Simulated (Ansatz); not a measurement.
System: SnF₂ (charge 0, singlet). SMILES: [F][Sn][F]
Coordinates optimised at B3LYP-D3(BJ)/def2-TZVP (Ansatz, a quantum-chemistry and plane-wave program):
```
Sn
F 1 1.9482
F 1 1.9482 2 96.21
```
Charge 0, spin multiplicity 1.

Wanted: atomisation energy, in kcal/mol. Terms: dispersion terms only where a functional's name holds one; LANL2DZ with its own core potentials from Na on; 6-31G* and kin with 6d, 5d where marked; spin-orbit terms left out; def2 sets with scalar-relativistic core potentials past Kr; atomisation electronic, to ground-state atoms; UHF or UKS for open shells. First-principles rows: single points at B3LYP-D3(BJ) geometries (Ansatz).

| species | coefficient | E at B3LYP/6-31G* with LANL2DZ past Ar (Ansatz), Eh | E at wB97M-V/def2-TZVPD (Ansatz), Eh |
|---|---|---|---|
| [F][Sn][F] | -1 | -203.12902 | -414.08233 |
| F atom | +2 | -99.71553 | -99.74647 |
| Sn atom | +1 | -3.32025 | -214.20641 |

 1 Eh = 627.5095 kcal/mol.

Question: Compute it at each level from the table.

Answer: 
- B3LYP/6-31G* with LANL2DZ past Ar: the sum of coefficient times E is 0.37771 Eh, or 237.02 kcal/mol. Result: 237.0 kcal/mol.
- wB97M-V/def2-TZVPD: the sum of coefficient times E is 0.38298 Eh, or 240.32 kcal/mol. Result: 240.3 kcal/mol.
